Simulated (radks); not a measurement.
Q: Radial electron density D(r) = 4 pi r^2 rho(r) of an atom or ion with 24 electrons. Method: Dirac Kohn-Sham, PBE, spin-unpolarised, spherical densities, finite nucleus; Fermi nuclear charge, rms radius of each element as measured or else 0.836 A^(1/3) + 0.57 fm; computed with a radial shooting solver on a logarithmic mesh with Libxc functionals.

```
   r/bohr * D(r) (the largest magnitude, 49.6, reaches the edge; | marks zero)
 0.001475 |*
 0.001676 |*
 0.001905 |*
 0.002165 | *
 0.002481 | *
  0.00282 |  *
 0.003205 |   *
 0.003642 |    *
  0.00414 |     *
 0.004705 |      *
 0.005348 |        *
 0.006078 |         *
 0.006963 |            *
 0.007914 |              *
 0.008995 |                 *
  0.01022 |                    *
  0.01162 |                        *
  0.01321 |                            *
  0.01501 |                                *
  0.01706 |                                    *
  0.01954 |                                       *
  0.02221 |                                          *
  0.02525 |                                            *
  0.02869 |                                              *
  0.03261 |                                              *
  0.03706 |                                             *
  0.04212 |                                           *
  0.04788 |                                         *
  0.05485 |                                       *
  0.06234 |                                      *
  0.07085 |                                      *
  0.08053 |                                        *
  0.09153 |                                            *
    0.104 |                                                *
   0.1182 |                                                    *
   0.1344 |                                                      *
    0.154 |                                                     *
    0.175 |                                                *
   0.1989 |                                         *
    0.226 |                                  *
   0.2569 |                            *
    0.292 |                          *
   0.3318 |                          *
   0.3771 |                             *
   0.4321 |                               *
   0.4911 |                               *
   0.5582 |                           *
   0.6344 |                      *
    0.721 |               *
   0.8195 |         *
   0.9314 |    *
    1.059 |  *
    1.213 |*
    1.378 |*
    1.567 *
     1.78 *
    2.024 *
      2.3 *
    2.614 *
    2.971 *
    3.404 *
    3.869 *
```

What is the nuclear charge?

A: Z = 34. The innermost maximum, from 1s, lies near gamma/Z bohr with gamma = sqrt(1 - (Z/c)^2) = 0.969, here 0.0285 bohr (found: 0.0311), and its height grows with Z. The density is that of the selenium ion Se10+ in [Ar] 3d5.75 4f0.25; the configuration itself is not fixed sharply by these data, and Z only to about a unit. D(r) has 3 maxima, at r = 0.0311, 0.137, 0.457 bohr, and minima at 0.0644, 0.301 bohr, inside which lie 2.08, 10.91 electrons.
